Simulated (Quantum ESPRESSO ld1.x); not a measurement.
Values are calculated unless marked as measured or tabulated.
Task: The mean radii <r> (bohr) of the occupied orbitals of an atom or ion are listed with their occupations. Code: ld1.x of Quantum ESPRESSO 7.5. Model: Dirac Kohn-Sham, PBEsol, spin-unpolarised, spherical densities, point nucleus.

orbital     occ.      <r>
1s1/2          2  0.02191
2s1/2          2  0.09279
2p1/2          2  0.07749
2p3/2          4  0.08434
3s1/2          2   0.2441
3p1/2          2   0.2338
3p3/2          4   0.2468
3d3/2          4   0.2189
3d5/2          6   0.2230
4s1/2          2   0.5473
4p1/2          2   0.5575
4p3/2          4   0.5853
4d3/2          4   0.6123
4d5/2          6   0.6216
5s1/2          2    1.210
4f5/2    1.28571   0.7024
5p1/2          2    1.301
4f7/2    1.71429   0.7076
5p3/2          4    1.362
6s1/2          2    2.492

Name the element and its charge. Open shells, if any, are shared by 2j + 1.

Result: Z = 64, gadolinium, charge +5: Gd5+ in [Xe] 4f3 6s2. The 1s radius gives Z: for a bare nucleus <r> = (2 gamma + 1)/(2Z) with gamma = sqrt(1 - (Z/c)^2), 0.02163 bohr for Z = 64, and screening makes it slightly larger (0.02191 here). The occupations add up to 59, and the charge is Z minus that.
